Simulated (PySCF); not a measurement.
Au2, SMILES [Au][Au], multiplicity 1. Geometry: B3LYP-D3(BJ)/def2-TZVPD. The spin state was assumed, not searched. The def2 effective core potentials stand for the cores of Au; spin–orbit coupling is left out.

Calculation: B3LYP-D3(BJ)/def2-TZVPD (PySCF).

Harmonic wavenumbers (cm⁻¹): 167. Rotational constants (GHz): 0.7864 (linear); symmetry number 2.

Question: Work out the zero-point energy and the ideal-gas rigid-rotor harmonic-oscillator thermochemistry at 298.15 K and 1 atm.

Answer: ZPE = ½ Σ hcν = ½ × 167 cm⁻¹ = 0.24 kcal/mol. H − E(el) = 2.70 kcal/mol. Entropy in cal/(mol K): translation 43.80, rotation 18.44, vibration 2.47, total 64.72. G − E(el) = -16.60 kcal/mol. Cp = 8.84 cal/(mol K).
